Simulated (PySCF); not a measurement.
Computed Raman spectrum (relative Raman activity) of a molecule CH₈FNSi₂. Coordinates come from a B3LYP-D3(BJ)/def2-SVP optimisation. The values are those of a single conformer. All values below come from PySCF 2.14.0 with B3LYP-D3(BJ)/def2-SVP. Frequencies are harmonic and unscaled.

Lines under 2 % of the strongest are left out, and lines within 2 cm⁻¹ are merged.

| ν (cm⁻¹) | relative intensity |
|---|---|
| 445 | 5.5 |
| 507 | 4.8 |
| 526 | 3.4 |
| 685 | 3.8 |
| 945 | 23 |
| 1430 | 6.0 |
| 1434 | 5.9 |
| 1546 | 3.7 |
| 2200 | 100 |
| 2207 | 53 |
| 2214 | 60 |
| 3030 | 69 |
| 3117 | 51 |
| 3133 | 30 |
| 3560 | 85 |
| 3653 | 49 |

Question: Which structure fits?
(A) N[C@H]([SiH3])[SiH2]F
(B) N[SiH2][SiH2]CF
(C) C[Si@@](N)(F)[SiH3]
(D) F[SiH2]NC[SiH3]

Answer: C, C[Si@@](N)(F)[SiH3]
